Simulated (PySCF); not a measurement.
Molecule: `[CH3][Al-]([CH3])([CH3])[CH3]`, [C$_{4}$H$_{12}$Al]-.

Cartesian coordinates in Å; atom numbers follow the order of the lines, from 1:
```xyz
17

C    -0.2682   -1.2846   -1.5567
Al   -0.0019   -0.0016   -0.0011
C    -0.0166    1.9108   -0.6926
C    -1.5037   -0.2433    1.3493
C     1.7841   -0.3801    0.8954
H    -1.2280   -1.1127   -2.0818
H    -0.2711   -2.3445   -1.2356
H     0.5286   -1.1893   -2.3198
H     0.1198    2.6508    0.1200
H    -0.9684    2.1694   -1.1961
H     0.7895    2.1000   -1.4280
H    -2.5019   -0.0504    0.9103
H    -1.5356   -1.2698    1.7639
H    -1.4027    0.4415    2.2138
H     1.8469   -1.4109    1.2952
H     2.6354   -0.2617    0.1969
H     1.9800    0.3003    1.7470
```

Total charge -1.

Geometry PBE0-D3(BJ)/def2-SVP throughout; GIAO in PySCF 2.14.0 with density-fitted response routines, gas phase, one conformer, non-relativistic; equivalent atoms averaged; functional PBE0.

(1) How do the absolute shieldings σ depend on the basis set? (ppm; last column core-seconds on shared hosts with different chips, so compare them loosely)

(2) Which nucleus moves most, in ppm?

(3) Taking the largest basis, cc-pVTZ (322 functions), as the yardstick, rank the others by their worst heavy-atom deviation.

Results:

(1) 
```
    basis set  functions  C1/C3/C4/C5    Al2  H6/H7/H8/H9/H10/H11/H12/H13/H14/H15/H16/H17  core-s
       STO-3G         41        232.9  432.5                                        34.15     6.1
        6-31G         73        201.9  484.3                                        33.88      10
     pcSseg-0         73        198.4  410.7                                        34.02     4.9
       6-31G*         98        198.1  480.1                                        33.28      14
     def2-SVP        134        200.3  466.3                                        32.70      20
      cc-pVDZ        134        203.5  475.9                                        32.65      10
     pcSseg-1        152        193.7  416.2                                        32.69      30
6-311+G(2d,p)        215        196.0  408.9                                        32.91      39
  aug-cc-pVDZ        227        203.9  455.3                                        32.78      23
    def2-TZVP        233        195.6  409.6                                        32.90      47
     IGLO-III        304        193.5  409.1                                        32.78      37
      cc-pVTZ        322        196.4  415.7                                        32.69      38
```

(2) Al2 (aluminium bonded to 4 C): from 408.9 ppm with 6-311+G(2d,p) to 484.3 ppm with 6-31G. The smallest spread is 1.50 ppm, at H6/H7/H8/H9/H10/H11/H12/H13/H14/H15/H16/H17. Proton shifts span only some 12 ppm, so a few tenths of a ppm matter as much there as several ppm in carbon.

(3) pcSseg-1 2.8 ppm (152 functions), pcSseg-0 5.0 ppm (73 functions), def2-TZVP 6.2 ppm (233 functions), IGLO-III 6.7 ppm (304 functions), 6-311+G(2d,p) 6.8 ppm (215 functions), STO-3G 36.4 ppm (41 functions), aug-cc-pVDZ 39.5 ppm (227 functions), def2-SVP 50.6 ppm (134 functions), cc-pVDZ 60.1 ppm (134 functions), 6-31G* 64.4 ppm (98 functions), 6-31G 68.5 ppm (73 functions).

A small basis that lands close on one nucleus may do so by chance; judge by the trend and by all nuclei.
